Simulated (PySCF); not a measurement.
# Mayer bond orders and bond lengths

C7H9FOSi.
Atom-mapped SMILES: `[F:1][CH2:2][c:3]1[cH:4][cH:5][c:6]([O:7][SiH3:8])[cH:9][cH:10]1` (hydrogens: H11, H12 on C2; H13 on C4; H14 on C5; H15, H16, H17 on Si8; H18 on C9; H19 on C10)

Cartesian coordinates in Å at the PBE0-D3(BJ)/def2-SVP level; atoms count from 1:
```
atom  x, y, z in Å
F1     3.632    2.323   -0.245
C2     3.503    0.985    0.016
C3     2.061    0.560    0.026
C4     1.040    1.468   -0.239
C5    -0.295    1.065   -0.229
C6    -0.626   -0.264    0.049
O7    -1.900   -0.715    0.074
Si8   -3.319    0.137   -0.204
C9     0.396   -1.183    0.317
C10    1.721   -0.770    0.303
H11    4.065    0.426   -0.753
H12    3.974    0.776    0.993
H13    1.295    2.506   -0.455
H14   -1.081    1.796   -0.439
H15   -3.472    1.243    0.788
H16   -4.405   -0.863   -0.047
H17   -3.325    0.712   -1.582
H18    0.124   -2.217    0.533
H19    2.508   -1.501    0.515
```

Bond orders from the PBE0/pcSseg-1 density (PySCF). Geometry: PBE0-D3(BJ)/def2-SVP, one conformer, isolated molecule.

Task: How far do the computed orders between heavy atoms stray from the drawn ones?

Result: The largest departure is 0.135, at C10–C3 (drawn aromatic, 1.365), counting aromatic bonds as 1.5. The bonds drawn aromatic range from 1.36 to 1.47.

Task: Give the Mayer order of every bond, beside its length.

Result: 
```tsv
bond	drawn as	length (Å)	Mayer order
F1–C2	single	1.369	0.899
C2–C3	single	1.503	1.011
C3–C4	aromatic	1.393	1.429
C4–C5	aromatic	1.395	1.430
C5–C6	aromatic	1.397	1.387
C6–O7	single	1.352	0.915
O7–Si8	single	1.678	0.887
C6–C9	aromatic	1.400	1.392
C9–C10	aromatic	1.388	1.468
C10–C3	aromatic	1.400	1.365
C2–H11	single	1.105	0.943
C2–H12	single	1.105	0.944
C4–H13	single	1.091	0.960
C5–H14	single	1.094	0.936
Si8–H15	single	1.493	0.921
Si8–H16	single	1.485	0.947
Si8–H17	single	1.493	0.921
C9–H18	single	1.091	0.957
C10–H19	single	1.094	0.972
```

By pair of heavy elements: C–C: lowest C2–C3 (1.011, 1.503 Å), highest C9–C10 (1.468, 1.388 Å).

Task: Sum the orders of all bonds at each heavy atom with more than one neighbour and set the sums beside the valence in the SMILES.

Result: C2 3.797 (drawn 4), C3 3.805 (drawn 4), C4 3.819 (drawn 4), C5 3.753 (drawn 4), C6 3.694 (drawn 4), O7 1.802 (drawn 2), Si8 3.676 (drawn 4), C9 3.817 (drawn 4), C10 3.805 (drawn 4). Orders between atoms that aren't bonded are not in these sums.

The Mayer order sums products of elements of PS (density times overlap matrix) between the two atoms' basis functions, so it depends on the basis set.
